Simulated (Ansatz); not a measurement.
CH5BSSi can be A, `CB1[SiH2]S1`, or B, `BC1[SiH2]S1`.

Computed with Ansatz on PBE0-D4/def2-TZVP structures; ΔE is electronic, products minus reactants. CCSD(T)/CBS adds triple-zeta CCSD(T) − MP2 to the extrapolated MP2 energy (def2 sets, frozen cores). DFT in def2-TZVPP. B3LYP here is the variant with VWN-RPA as its local correlation; programs differ in this.

A:

```xyz
9

C     1.1836   -1.1048   -0.1372
B     0.1308   -0.0366    0.2389
Si   -1.3559    1.1469   -0.1640
S    -0.2963    0.8692    1.7073
H     1.8246   -0.7219   -0.9389
H     0.6896   -1.9892   -0.5529
H     1.8163   -1.4140    0.6969
H    -2.7824    0.7445   -0.1102
H    -1.2103    2.5060   -0.7398
```

B:

Z-matrix (Å, degrees):
```
C
Si 1 1.892
S 1 1.859 2 66.9
B 1 1.507 2 104.6 3 -119.4
H 1 1.088 2 111.8 3 106.4
H 2 1.476 1 120.1 3 106.9
H 2 1.477 1 115.7 3 -110.2
H 4 1.196 1 120.7 2 61.8
H 4 1.198 1 118.7 2 -113.3
```

(1) Which isomer does CCSD(T)/CBS put lower? Give the gap. (Best estimate.)

(2) Give E(B) − E(A) in kJ/mol with ωB97M-V, MP2/def2-TZVPP, B3LYP-D4, BLYP-D4, HF/def2-TZVPP, LDA (SPW92), PBE0-D4. (Best estimate.)

(3) Does the order hold for the free energy at 298.15 K (harmonic terms from PBE0-D4)? (Estimate.)

Largest T1 diagnostic: 0.015.

Answers

(1) Ansatz gave: A, by 110.5 kJ/mol.

(2) Ansatz gave: ωB97M-V 107.4, MP2/def2-TZVPP 109.4, B3LYP-D4 110.9, BLYP-D4 110.5, HF/def2-TZVPP 103.2, LDA (SPW92) 122.8, PBE0-D4 118.5. None reverses the order clearly.

(3) Computed: Yes: G(B) − G(A) = +105.7 kJ/mol.

In def2-TZVPP, CCSD(T) changes the Hartree–Fock value by +9.7 kJ/mol (the triples alone add +1.4 kJ/mol) and MP2 by +6.2 kJ/mol. Leaving LDA and LC-ωPBE aside and taking each functional with its dispersion term where it has one, the values, not all of them listed here, spread over 18.2 kJ/mol, from ωB97M-V to B97M-V.
